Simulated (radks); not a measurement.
Species: the cerium ion Ce53+. Configuration: [He] 2s2 2p1 (the NIST ground configuration). Calculated with a radial shooting solver on a logarithmic mesh with Libxc functionals: Dirac Kohn-Sham, BLYP, spin-unpolarised, spherical densities, finite nucleus; open shells fill j = l - 1/2 first; Fermi nuclear charge, rms radius 4.8771 fm. Some entries of the table are withheld. Estimate them.

orbital  occ.  eigenvalue (eV)  r(max) (bohr)
1s1/2       2              (1)        0.01572
2s1/2       2              (2)        0.08659
2p1/2       1              (3)        0.06535
2p3/2       0              (4)        0.07023

Answer. 
(1) 1s1/2 eigenvalue (eV): -45503.60
(2) 2s1/2 eigenvalue (eV): -10889.60
(3) 2p1/2 eigenvalue (eV): -10711.88
(4) 2p3/2 eigenvalue (eV): -10203.74
